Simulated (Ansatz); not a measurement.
Si₁₉PH₃₀, relaxed as a doublet with UKS PBE-D4/def2-SVP in Ansatz, starting from the force-field or lattice model geometry. Force threshold 0.03 eV/Å.

Single mean-field runs in def2-SVP are fitted with def2-universal-jkfit. The relaxation made no stability test and no search for a lower SCF solution. Another isomer (doublet) lies 0.50 eV lower at PBE0-D4/def2-TZVP; other spin states weren't run for this one.

Start:

```xyz
50

P     0.161   -1.368    1.817
Si   -1.552    1.656    3.432
Si    4.004   -1.593    1.711
Si    2.279    1.444    3.335
Si    0.045   -1.849   -1.978
Si   -1.677    1.195   -0.363
Si    2.149    0.975   -0.462
Si   -3.790   -1.646   -1.909
Si   -1.825    0.683   -4.147
Si    2.017   -2.825    1.936
Si   -1.947   -3.051   -1.757
Si    0.295    0.236    3.544
Si   -3.683   -0.065   -0.130
Si   -1.558    2.770    1.393
Si    4.120    0.008    3.472
Si    4.010   -0.458   -0.345
Si    2.287    2.572    1.258
Si    0.057   -0.739   -4.059
Si   -1.698    2.313   -2.436
Si   -3.798   -0.524   -3.940
H    -1.464    2.628    4.524
H    -2.773    0.868    3.584
H     5.167   -2.460    1.803
H     2.372    2.428    4.405
H    -1.052   -2.154    1.949
H     1.196   -2.715   -1.897
H     2.141    1.671   -1.746
H    -5.018   -2.400   -1.722
H    -1.789    1.418   -5.454
H     2.015   -3.505    3.208
H     1.943   -3.779    0.865
H    -1.908   -3.775   -0.479
H    -2.004   -4.059   -2.826
H     0.276   -0.473    4.837
H    -3.673   -0.750    1.111
H    -4.798    0.840   -0.195
H    -2.687    3.683    1.306
H    -0.342    3.535    1.232
H     4.134   -0.678    4.745
H     5.333    0.784    3.330
H     5.238    0.336   -0.444
H     3.962   -1.428   -1.439
H     3.517    3.315    1.143
H     1.129    3.450    1.200
H     1.272    0.036   -4.193
H    -0.027   -1.711   -5.115
H    -0.455    3.070   -2.547
H    -2.818    3.212   -2.510
H    -3.869   -1.491   -5.023
H    -4.914    0.372   -4.021
```

| step | energy (eV) | largest force component (eV/Å) | SCF passes |
| --- | --- | --- | --- |
| 1 | -159322.5102 | 2.328 | 26 |
| 2 | -159323.9799 | 0.799 | 31 |
| 3 | -159324.5137 | 0.556 | 29 |
| 4 | -159324.9337 | 0.432 | 27 |
| 5 | -159325.3323 | 0.335 | 26 |
| 6 | -159325.5828 | 0.313 | 25 |
| 7 | -159325.8314 | 0.358 | 21 |
| 8 | -159325.9570 | 0.812 | 23 |
| 9 | -159326.0704 | 0.336 | 21 |
| 10 | -159326.1309 | 0.178 | 21 |
| 11 | -159326.1807 | 0.176 | 21 |
| 12 | -159326.2105 | 0.165 | 20 |
| 13 | -159326.2306 | 0.115 | 20 |
| 14 | -159326.2482 | 0.105 | 20 |
| 15 | -159326.2632 | 0.101 | 20 |
| 16 | -159326.2724 | 0.104 | 20 |
| 17 | -159326.2803 | 0.113 | 19 |
| 18 | -159326.2887 | 0.095 | 19 |
| 19 | -159326.2962 | 0.055 | 19 |
| 20 | -159326.3055 | 0.103 | 19 |
| 21 | -159326.3129 | 0.149 | 19 |
| 22 | -159326.3184 | 0.161 | 20 |
| 23 | -159326.3245 | 0.125 | 20 |
| 24 | -159326.3292 | 0.099 | 19 |
| 25 | -159326.3317 | 0.077 | 19 |
| 26 (rejected) | -159326.3317 | 0.068 | 20 |
| 27 | -159326.3364 | 0.022 | 20 |

Force components are those of the run's own axes.

End:

Cartesian coordinates in Å:
```
P -0.097 -1.140 1.720
Si -1.191 1.905 3.120
Si 3.641 -1.750 1.367
Si 2.531 1.081 3.627
Si -0.193 -0.846 -1.608
Si -1.572 0.913 -0.788
Si 2.085 1.445 -0.006
Si -3.662 -1.923 -1.800
Si -2.082 0.523 -4.415
Si 1.535 -2.731 1.749
Si -1.507 -2.803 -1.452
Si 0.356 0.182 3.533
Si -3.616 -0.148 -0.255
Si -1.218 2.563 0.852
Si 4.168 -0.584 3.342
Si 3.713 -0.197 -0.406
Si 2.714 2.661 1.894
Si 0.011 -0.438 -3.931
Si -2.140 2.157 -2.725
Si -3.779 -1.060 -3.994
H -0.943 3.116 3.987
H -2.577 1.388 3.426
H 4.642 -2.858 1.135
H 2.665 1.743 4.979
H -1.086 -1.930 2.412
H 1.168 -1.035 -0.992
H 1.745 2.251 -1.239
H -4.767 -2.926 -1.567
H -2.210 1.056 -5.822
H 1.585 -3.483 3.057
H 1.191 -3.710 0.654
H -1.423 -3.452 -0.093
H -1.089 -3.811 -2.492
H 0.062 -0.536 4.829
H -3.622 -0.682 1.158
H -4.769 0.813 -0.405
H -2.476 3.396 0.704
H -0.071 3.480 0.512
H 4.151 -1.532 4.515
H 5.535 0.051 3.252
H 5.096 0.420 -0.380
H 3.523 -0.864 -1.744
H 4.135 3.166 1.798
H 1.804 3.831 2.161
H 1.109 0.561 -4.214
H 0.301 -1.702 -4.703
H -1.103 3.218 -3.006
H -3.481 2.831 -2.572
H -3.666 -2.203 -4.973
H -5.124 -0.409 -4.199
```

Bonds formed: Si5–Si6 (atoms count from 1).

No frequencies were taken in this run, so the end may be a saddle point.

Run time 3.1 min (4 threads of AMD EPYC 7R13 on a shared host and a share (37 GiB) of an NVIDIA H100 80GB HBM3), peak host memory 1.1 GiB.
